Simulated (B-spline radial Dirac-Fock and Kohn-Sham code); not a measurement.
# Binding energies of Yb⁵⁵⁺ at several levels of theory

System: the Yb⁵⁵⁺ ion, [Ne] 3s2 3p3.

The density-functional columns are spherical, spin-unpolarised Dirac-Kohn-Sham results without Breit or QED terms: −ε is minus the orbital energy of the initial state and ΔSCF the difference of two total energies. The reference in the last column comes from Dirac-Fock energy differences between relaxed states, corrected for Breit and QED terms. All numbers are from a radial atomic solver, in eV; a selection of levels is shown. The Kohn-Sham columns are given as differences from the reference. For the 1s level of heavy atoms much of the gap between ΔSCF and the reference is the Breit and QED part, -289.5 eV here; for other levels the error of the functional can be larger.

```
level  LDA −ε − DF  LDA ΔSCF − DF  Dirac-Fock
    K       -288.9         +279.5     65556.9
   L1       -177.8          -38.6     14519.5
   L3       -136.9          +15.7     12984.6
   M1        -54.4           +3.6      5778.6
 M2,3        -49.9           +9.6      5432.2
```

Values without a named source are computed, but for edge energies of neutral atoms, which are taken from tables.
